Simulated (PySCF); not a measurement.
**Two-component Hartree-Fock for Zr³⁺ (zirconium, charge +3)**

Start: [Kr] 5s1; 5s1/2 filled at m_j = +1/2. Calculated with PySCF 2.14 in x2c-TZVPall-2c (8s9p7d1f, 77 functions): generalised Hartree-Fock with the X2C-1e Hamiltonian and a Gaussian nucleus; one run each with spin-orbit coupling (SO) switched off, then screened by Boettger's factors. This is a chosen level, not necessarily the ground level.

```
spinor shell  electrons  ε, spin-free (eV)  ε, screened SO (eV)  weight of nominal j (screened SO)  rms radius, screened SO (bohr)
       1s1/2          2           -18130.9             -18130.1                              1.000                          0.0426
       2s1/2          2            -2613.0              -2612.7                              1.000                           0.176
       2p1/2          2            -2327.5              -2386.7                              1.000                           0.154
       3s1/2          2            -487.12              -487.07                              1.000                           0.487
       3p1/2          2            -391.40              -401.25                              1.000                           0.489
       3p3/2          4            -391.40              -386.73                              1.000                           0.499
       3d3/2          4            -234.10              -235.63                              1.000                           0.493
       3d5/2          6            -234.10              -233.02                              1.000                           0.496
       4s1/2          2            -99.757              -99.746                              1.000                            1.27
       4p1/2          2            -71.299              -72.682                              0.998                            1.40
       4p3/2          4            -71.299              -70.639                              0.999                            1.43
       5s1/2          1            -28.516              -28.515                              1.000                            3.31
```

Question: Where does 2p3/2 lie, and what is the 2p spin-orbit splitting (screened SO)?

Answer: At -2299.6 eV, 87.137 eV above 2p1/2.

```
   quantity    spin-free  screened SO
E (hartree)  -3594.36043  -3594.70731
        M_J          1/2          1/2
       ⟨J²⟩        0.750        0.750
       ⟨L²⟩        0.000        0.007
       ⟨S²⟩        0.750        0.757
```

Each row is a mean over spinors that exchange with the open shell spreads, by up to 0.454 eV (4s1/2).

Breit and QED terms are absent; they matter most for the inner s and p1/2 levels.

Densities and radii are taken from the X2C orbitals without a picture-change correction, which distorts them close to the nucleus.

Without spin-orbit coupling the j labels of p, d and f shells carry no meaning; the spin-free column gives the mean over the occupied spinors of each nl shell.
